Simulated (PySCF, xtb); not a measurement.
C2H7FSi2, SMILES [SiH3]/C=C/[SiH2]F. The values are those of a single conformer.

Harmonic wavenumbers (cm⁻¹) from GFN2-xTB (xtb 6.7.1) at its own minimum, in rising order: 22, 79, 108, 129, 238, 276, 456, 527, 541, 569, 682, 717, 756, 768, 782, 785, 789, 804, 830, 1027, 1188, 1304, 1632, 2242, 2248, 2268, 2299, 2324, 3006, 3013.

Task: What does PBE-D3(BJ)/def2-SVP in PySCF give at its own minimum? (The exact figures need the calculation; the answer reports its results.)

Result: 59, 97, 132, 152, 249, 281, 518, 575, 623, 719, 723, 770, 796, 836, 876, 900, 906, 914, 929, 1008, 1142, 1254, 1586, 2156, 2161, 2172, 2176, 2183, 3032, 3048. Paired by order, the mean absolute difference is 65 cm⁻¹ and the zero-point energies are 46.3 and 47.1 kcal/mol.
